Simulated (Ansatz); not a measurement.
## Nudged elastic band run: AlH6NSe

Input file:

```yaml
crystal:
  periodic: [false, false, false]
  atoms:
    - { symbol: Al, position_ang: [0.136019, 0.856673, -0.65098] }
    - { symbol: "N", position_ang: [1.253508, -0.527021, -0.845091] }
    - { symbol: H, position_ang: [-1.082436, 0.947628, -1.668469] }
    - { symbol: H, position_ang: [0.667675, 2.098858, 0.187828] }
    - { symbol: H, position_ang: [-0.629214, -0.369911, 2.394345] }
    - { symbol: Se, position_ang: [-1.659993, 0.139352, 1.466734] }
    - { symbol: H, position_ang: [2.153921, -0.61742, -0.383815] }
    - { symbol: H, position_ang: [1.118438, -1.303713, -1.48532] }
    - { symbol: H, position_ang: [-1.958018, -1.224346, 0.984868] }
basis:
  gaussian: { orbitals: def2-SVP }
hamiltonian:
  xc: b3lyp
  dispersion: d4
neb:
  order_check: false
  images: 7
  f_tol: 0.05
  max_iterations: 60
  final_atoms:
    - { symbol: Al, position_ang: [-0.34306267, 0.88914196, -0.27697367] }
    - { symbol: "N", position_ang: [1.06951867, -0.64272037, -0.15978244] }
    - { symbol: H, position_ang: [-0.99535027, 0.59013043, -1.69800362] }
    - { symbol: H, position_ang: [0.58711332, 2.15655385, -0.02852679] }
    - { symbol: H, position_ang: [0.80948653, -1.21443545, 0.65064479] }
    - { symbol: Se, position_ang: [-1.66914723, 0.32862201, 1.63341148] }
    - { symbol: H, position_ang: [2.02096622, -0.29921536, -0.00491954] }
    - { symbol: H, position_ang: [1.08894588, -1.25266221, -0.98116599] }
    - { symbol: H, position_ang: [-2.56857046, -0.55531486, 0.86541577] }
  initial_path:
    images:
      - { positions_ang: [[0.136019, 0.856673, -0.65098], [1.253508, -0.527021, -0.845091], [-1.082436, 0.947628, -1.668469], [0.667675, 2.098858, 0.187828], [-0.629214, -0.369911, 2.394345], [-1.659993, 0.139352, 1.466734], [2.153921, -0.61742, -0.383815], [1.118438, -1.303713, -1.48532], [-1.958018, -1.224346, 0.984868]] }
      - { positions_ang: [[0.05568144, 0.92679722, -0.60371022], [1.21815444, -0.56545815, -0.70947808], [-1.11875724, 0.97061315, -1.64881267], [0.63462967, 2.18970943, 0.09912788], [-0.4153804, -0.49106201, 1.96658203], [-1.57112248, 0.06137379, 1.54124731], [2.12184345, -0.62973579, -0.25345275], [1.10117784, -1.34985324, -1.34199673], [-2.02632672, -1.1122844, 0.95059322]] }
      - { positions_ang: [[-0.02465612, 0.99692145, -0.55644044], [1.18280089, -0.6038953, -0.57386516], [-1.15507849, 0.99359829, -1.62915634], [0.60158433, 2.28056086, 0.01042777], [-0.2015468, -0.61221302, 1.53881906], [-1.48225195, -0.01660441, 1.61576061], [2.0897659, -0.64205158, -0.12309049], [1.08391769, -1.39599349, -1.19867345], [-2.09463544, -1.0002228, 0.91631845]] }
      - { positions_ang: [[-0.10499368, 1.06704567, -0.50917066], [1.14744733, -0.64233245, -0.43825224], [-1.19139973, 1.01658344, -1.60950001], [0.568539, 2.37141228, -0.07827235], [0.0122868, -0.73336403, 1.11105609], [-1.39338143, -0.09458262, 1.69027392], [2.05768835, -0.65436736, 0.00727176], [1.06665753, -1.44213373, -1.05535018], [-2.16294416, -0.88816121, 0.88204367]] }
      - { positions_ang: [[-0.18533125, 1.1371699, -0.46190088], [1.11209377, -0.6807696, -0.30263932], [-1.22772098, 1.03956859, -1.58984368], [0.53549366, 2.46226371, -0.16697246], [0.22612039, -0.85451504, 0.68329312], [-1.3045109, -0.17256083, 1.76478722], [2.02561079, -0.66668315, 0.13763401], [1.04939738, -1.48827397, -0.9120269], [-2.23125288, -0.77609961, 0.84776889]] }
      - { positions_ang: [[-0.2247641, 1.07516292, -0.41566908], [1.10145, -0.67125729, -0.2669251], [-1.1696283, 0.92720905, -1.61688366], [0.54839858, 2.38583625, -0.13236104], [0.37196193, -0.94449515, 0.67513104], [-1.39566998, -0.04726512, 1.73194329], [2.02444965, -0.5748162, 0.10199562], [1.05928451, -1.42937103, -0.92931167], [-2.31558227, -0.72090342, 0.85218061]] }
      - { positions_ang: [[-0.26419696, 1.01315593, -0.36943728], [1.09080622, -0.66174498, -0.23121088], [-1.11153562, 0.81484951, -1.64392365], [0.56130349, 2.30940878, -0.09774963], [0.51780346, -1.03447525, 0.66696895], [-1.48682907, 0.07803059, 1.69909935], [2.02328851, -0.48294926, 0.06635724], [1.06917163, -1.37046809, -0.94659645], [-2.39991167, -0.66570723, 0.85659233]] }
      - { positions_ang: [[-0.30362981, 0.95114895, -0.32320548], [1.08016245, -0.65223268, -0.19549666], [-1.05344295, 0.70248997, -1.67096363], [0.57420841, 2.23298132, -0.06313821], [0.663645, -1.12445535, 0.65880687], [-1.57798815, 0.2033263, 1.66625542], [2.02212737, -0.39108231, 0.03071885], [1.07905876, -1.31156515, -0.96388122], [-2.48424106, -0.61051104, 0.86100405]] }
      - { positions_ang: [[-0.34306267, 0.88914196, -0.27697367], [1.06951867, -0.64272037, -0.15978244], [-0.99535027, 0.59013043, -1.69800362], [0.58711332, 2.15655385, -0.02852679], [0.80948653, -1.21443545, 0.65064479], [-1.66914723, 0.32862201, 1.63341148], [2.02096622, -0.29921536, -0.00491954], [1.08894588, -1.25266221, -0.98116599], [-2.56857046, -0.55531486, 0.86541577]] }
```

Command:

```bash
$ ansatz run input.yaml --threads 2 --pin off --max-ram 3072MiB --backend cpu --events-out ev --progress --plain --runs-dir out
```

Output, in part (warnings, iteration lines, the closing report on the highest movable image, with atoms numbered from 0):

```
NEB end point (image 0): max|allowed force component| = 2.584e-2 eV/Å (the criterion of neb.relax_end_points is 1.000e-2)
NEB end point (image 8): max|allowed force component| = 7.105e-3 eV/Å (the criterion of neb.relax_end_points is 1.000e-2)
NEB iter   1: max|band force component| = 3.528e0 eV/Å  barrier→ = 0.8235 eV  barrier← = 2.0897 eV  Δτ_max = 0.2000 Å  (224 SCF iters)
NEB iter   2: max|band force component| = 1.310e0 eV/Å  barrier→ = 0.2020 eV  barrier← = 1.4682 eV  Δτ_max = 0.1992 Å  (185 SCF iters)
NEB iter   3: max|band force component| = 1.231e0 eV/Å  barrier→ = 0.1713 eV  barrier← = 1.4374 eV  Δτ_max = 0.2000 Å  (184 SCF iters)
NEB iter   4: max|band force component| = 1.650e0 eV/Å  barrier→ = 0.4163 eV  barrier← = 1.6825 eV  Δτ_max = 0.1011 Å  (177 SCF iters)
NEB iter   5: max|band force component| = 1.033e0 eV/Å  barrier→ = 0.1638 eV  barrier← = 1.4300 eV  Δτ_max = 0.0996 Å  (177 SCF iters)
NEB iter   6: max|band force component| = 9.749e-1 eV/Å  barrier→ = 0.1447 eV  barrier← = 1.4108 eV  Δτ_max = 0.0888 Å  (172 SCF iters)
NEB iter   7: max|band force component| = 3.475e-1 eV/Å  barrier→ = 0.1000 eV  barrier← = 1.3662 eV  CI = image 4  Δτ_max = 0.0593 Å  (169 SCF iters)
NEB iter   8: max|band force component| = 1.493e-1 eV/Å  barrier→ = 0.0744 eV  barrier← = 1.3405 eV  CI = image 4  Δτ_max = 0.0483 Å  (166 SCF iters)
NEB iter   9: max|band force component| = 1.274e-1 eV/Å  barrier→ = 0.0661 eV  barrier← = 1.3322 eV  CI = image 4  Δτ_max = 0.1000 Å  (160 SCF iters)
NEB iter  10: max|band force component| = 2.104e-1 eV/Å  barrier→ = 0.0661 eV  barrier← = 1.3323 eV  CI = image 4  Δτ_max = 0.0473 Å  (164 SCF iters)
NEB iter  11: max|band force component| = 1.020e-1 eV/Å  barrier→ = 0.0663 eV  barrier← = 1.3325 eV  CI = image 4  Δτ_max = 0.0229 Å  (158 SCF iters)
NEB iter  12: max|band force component| = 1.809e-1 eV/Å  barrier→ = 0.0653 eV  barrier← = 1.3314 eV  CI = image 4  Δτ_max = 0.0114 Å  (155 SCF iters)
NEB iter  13: max|band force component| = 3.553e-2 eV/Å  barrier→ = 0.0652 eV  barrier← = 1.3314 eV  CI = image 4  Δτ_max = 0.0000 Å  (334 SCF iters)
Total energy: -73525.62778250 eV, -2702.0169835462 hartree
Atom 0 at    -0.005683     0.945925    -0.540025 Å, force    -0.004402    -0.000819     0.008944 eV/Å
Atom 1 at     1.067064    -0.557270    -0.386001 Å, force     0.001741     0.006558    -0.005772 eV/Å
Atom 2 at    -1.136827     0.875430    -1.647432 Å, force    -0.000082     0.000247     0.000501 eV/Å
Atom 3 at     0.625327     2.278758     0.038720 Å, force    -0.000838    -0.001691    -0.002718 eV/Å
Atom 4 at    -0.062548    -0.764627     1.044278 Å, force    -0.008972     0.003365     0.001237 eV/Å
Atom 5 at    -1.285661    -0.072163     1.708295 Å, force     0.006777    -0.002244    -0.006789 eV/Å
Atom 6 at     2.039681    -0.486975    -0.089836 Å, force    -0.002280    -0.007032    -0.000844 eV/Å
Atom 7 at     0.983262    -1.342189    -1.030456 Å, force     0.004983     0.000183     0.004836 eV/Å
Atom 8 at    -2.224715    -0.876788     0.902559 Å, force     0.003073     0.001434     0.000604 eV/Å
Dipole moment:     0.126147    -0.443196     0.023291 e Å
```

The forces met the threshold. A vibrational analysis at the climbing image gives one clearly imaginary mode, 179i cm⁻¹: a first-order saddle point. The orbitals stay closed-shell, which can raise the energy where a bond breaks towards radicals; this wasn't checked here.

Final band (atoms are numbered from 1 in the order of the input):

| image | path coordinate (Å) | energy (kJ/mol) | H5–Se6 (Å) | N2–H5 (Å) |
| --- | --- | --- | --- | --- |
| 0 | 0.00 | 0.0 | 1.48 | 3.75 |
| 1 | 0.54 | 0.5 | 1.48 | 3.48 |
| 2 | 1.07 | 1.7 | 1.48 | 3.05 |
| 3 | 1.61 | 3.8 | 1.48 | 2.45 |
| 4 | 2.15 | 6.3 | 1.55 | 1.83 |
| 5 | 2.58 | -25.0 | 1.87 | 1.33 |
| 6 | 3.02 | -105.6 | 2.35 | 1.05 |
| 7 | 3.45 | -120.3 | 2.81 | 1.03 |
| 8 | 3.88 | -122.2 | 3.08 | 1.03 |

Time of the run: 2.2 min on 2 threads of Intel(R) Xeon(R) Platinum 8488C (Sapphire Rapids), with other jobs on the host, peak memory 0.22 GiB.
